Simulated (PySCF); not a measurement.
A run for PySCF: R-HF/STO-3G on BF2H (SMILES FBF), a point of a bond scan (R = 1.449 Å).

```python
from pyscf import gto, scf, dft, mp
from pyscf.data.elements import chemcore

mol = gto.M(
    atom='''
    B    -0.23542436   -0.38535740    0.08189990
    H    -0.84419732   -1.38183527    0.29368107
    F     1.01265724   -0.11415018    0.76722068
    F    -0.67460427    0.50643007   -0.78304996
    ''',
    basis='sto-3g',
    charge=0, spin=0, verbose=3, max_memory=1800)
mf = scf.RHF(mol)
mf.conv_tol = 1e-8
mf.max_cycle = 100
mf.kernel()
if not mf.converged:
    mf = mf.newton().run(mf.mo_coeff, mf.mo_occ)
```

**Question.** Give the final energy of this run.

**Answer.** -221.1160 hartree.
